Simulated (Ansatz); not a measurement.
Job for Ansatz (a program for electronic structure): R-wB97X-V/def2-TZVPP on H3NPbS (SMILES [NH2][Pb][SH]), a point of a torsion scan. Elements past Kr take the def2 small-core potentials; no spin–orbit coupling.

Ansatz 0.2 input:
```yaml
crystal:
  periodic: [false, false, false]
  atoms:
    - {symbol: N, position_ang: [-1.29412672, 0.02833537, 0.11586337]}
    - {symbol: Pb, position_ang: [0.11989599, -1.28512232, 0.99595876]}
    - {symbol: S, position_ang: [2.09963986, -0.35290682, -0.30397266]}
    - {symbol: H, position_ang: [-2.27610289, 0.09865748, 0.32773363]}
    - {symbol: H, position_ang: [-1.08617501, 0.73872167, -0.56605321]}
    - {symbol: H, position_ang: [2.80573574, -1.47462495, -0.33439787]}
basis:
  gaussian:
    orbitals: def2-TZVPP
hamiltonian:
  xc: {name: wB97X-V}
scf: {lower_state_search: off}
```

Give the final energy of this run.

-647.5942 hartree.
